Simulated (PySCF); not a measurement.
## Correlation energy of W²⁺ (tungsten, charge +2)

[Xe] 4f14 5d3 6p1, one real determinant (an excited configuration). All numbers are calculated (PySCF 2.14, a scalar-relativistic core potential, in aug-cc-pVDZ-PP with ECP60MDF). Frozen: 5s2 5p6; 4 electrons correlated.

```
  level  correlation energy (mhartree)
   CCSD                         -27.40
    (T)                          -1.35
CCSD(T)                         -28.75
```

Diagnostics: T1 = 0.0079, D1 = 0.0196, largest double amplitude 0.155.

The real determinant used has ⟨L²⟩ near 14 against 20 for a pure G term, so it mixes terms. Spin-orbit coupling, absent here, splits the open shell strongly. A double-excitation amplitude exceeds 0.15, a sign of near-degeneracy.

Cost of the coupled-cluster step: of the order of 2.6 core-seconds, for 4 correlated electrons.

Iterations:

```
CC2 = 0
CCSD nocc = (np.int64(4), np.int64(0)), nmo = (50, 50)
frozen orbitals [[0, 1, 2, 3], [0, 1, 2, 3]]
max_cycle = 100
direct = 0
conv_tol = 1e-08
conv_tol_normt = 1e-06
diis_space = 8
diis_start_cycle = 0
Init t2, MP2 energy = -0.0191192699077814
Init E_corr(UCCSD) = -0.0191192699086557
cycle = 1  E_corr(UCCSD) = -0.0230117927703266  dE = -0.00389252286  norm(t1,t2) = 0.0287815
cycle = 2  E_corr(UCCSD) = -0.0240564176532054  dE = -0.00104462488  norm(t1,t2) = 0.0178832
cycle = 3  E_corr(UCCSD) = -0.0251640667947907  dE = -0.00110764914  norm(t1,t2) = 0.0146077
cycle = 4  E_corr(UCCSD) = -0.0256524137252655  dE = -0.00048834693  norm(t1,t2) = 0.0109045
cycle = 5  E_corr(UCCSD) = -0.0261953432708794  dE = -0.000542929546  norm(t1,t2) = 0.00796739
cycle = 6  E_corr(UCCSD) = -0.0264972027975337  dE = -0.000301859527  norm(t1,t2) = 0.00645838
cycle = 7  E_corr(UCCSD) = -0.0271926300773089  dE = -0.00069542728  norm(t1,t2) = 0.00481921
cycle = 8  E_corr(UCCSD) = -0.0270782975245891  dE = 0.000114332553  norm(t1,t2) = 0.00263514
cycle = 9  E_corr(UCCSD) = -0.0273383822302684  dE = -0.000260084706  norm(t1,t2) = 0.00201236
cycle = 10  E_corr(UCCSD) = -0.0272801779770571  dE = 5.82042532e-05  norm(t1,t2) = 0.0015127
cycle = 11  E_corr(UCCSD) = -0.0274011471918387  dE = -0.000120969215  norm(t1,t2) = 0.000835874
cycle = 12  E_corr(UCCSD) = -0.027395308716286  dE = 5.83847555e-06  norm(t1,t2) = 0.000302002
cycle = 13  E_corr(UCCSD) = -0.027404373326133  dE = -9.06460985e-06  norm(t1,t2) = 8.95138e-05
cycle = 14  E_corr(UCCSD) = -0.0274026482915987  dE = 1.72503453e-06  norm(t1,t2) = 3.08331e-05
cycle = 15  E_corr(UCCSD) = -0.0274029350627748  dE = -2.86771176e-07  norm(t1,t2) = 8.91337e-06
cycle = 16  E_corr(UCCSD) = -0.0274028817686314  dE = 5.32941434e-08  norm(t1,t2) = 3.15816e-06
cycle = 17  E_corr(UCCSD) = -0.0274028631742402  dE = 1.85943912e-08  norm(t1,t2) = 1.11872e-06
cycle = 18  E_corr(UCCSD) = -0.027402877904792  dE = -1.47305517e-08  norm(t1,t2) = 4.81586e-07
cycle = 19  E_corr(UCCSD) = -0.0274028782226036  dE = -3.17811635e-10  norm(t1,t2) = 1.45974e-07
UCCSD converged
E(UCCSD) = -65.64927034739578  E_corr = -0.0274028782226036
UCCSD(T) correction = -0.00135000651854415
```

The reference is one real determinant that mixes LS terms of this configuration.
